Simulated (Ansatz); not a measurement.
Input and output for Ag3Pd.

```yaml
crystal:
  periodic: [false, false, false]
  atoms:
    - {symbol: Pd, position_ang: [-0.676786, 0.858329, -0.734875]}
    - {symbol: Ag, position_ang: [0.567752, -0.575703, 1.080143]}
    - {symbol: Ag, position_ang: [-1.844843, -1.321544, 0.197130]}
    - {symbol: Ag, position_ang: [1.953877, 1.038908, -0.542398]}
basis:
  gaussian: {orbitals: def2-TZVP}
magnetization: {spin_polarized: true, initial_magnetization: 1}
hamiltonian: {xc: {name: PBE0}, dispersion: d3bj}
scf: {lower_state_search: off}
output: {forces: true}
```

```sh
$ ansatz run in.yaml --threads 4 --pin off --events-out ev --progress --plain --max-ram 3916MiB
```

Output, abridged:

```
Functional definition: PBE0
1560 factors; integrals over basis functions are off by at most 2.1e-4 eV
mean field evaluation 1: about -15469.8325 eV, gradient 5.6e1 eV
mean field evaluation 2: about -14900.8033 eV, gradient 2.3e2 eV
mean field evaluation 4: about -15476.2953 eV, gradient 2.8e1 eV
mean field evaluation 8: about -15480.8040 eV, gradient 3.0e-1 eV
mean field evaluation 16: about -15481.0135 eV, gradient 4.1e-2 eV
mean field evaluation 32: about -15481.0135 eV, gradient 4.6e-6 eV
mean field -15481.01354663 eV, -568.9167544308 hartree, gradient 4.7e-6 eV, S^2 0.759882; 0 other end points of the search recorded, 0 dependent functions left out
reference -15481.01358363 eV, -568.9167557905 hartree; 38, 37 occupied and 122, 123 virtual orbitals, 1560 factors
Total energy: -15481.22647791 eV, -568.9245795111 hartree
Atom 0 at    -0.676786     0.858329    -0.734875 Å, force    -0.197242     0.257141    -0.215956 eV/Å
Atom 1 at     0.567752    -0.575703     1.080143 Å, force     0.158060    -0.157354     0.292344 eV/Å
Atom 2 at    -1.844843    -1.321544     0.197130 Å, force    -0.244642    -0.214866     0.012999 eV/Å
Atom 3 at     1.953877     1.038908    -0.542398 Å, force     0.283824     0.115080    -0.089386 eV/Å
Dipole moment:     0.067668    -0.088050     0.067068 e Å
Checks for a lower state left out: stability, starts, cluster_reference, orbital_swaps, neighbouring_geometries, increment
```

Hardware: 4 threads of Arm Neoverse V2 on a shared host. Wall time 5.5 s.

In the def2 sets Ag, Pd take a core potential; there is no spin–orbit coupling.
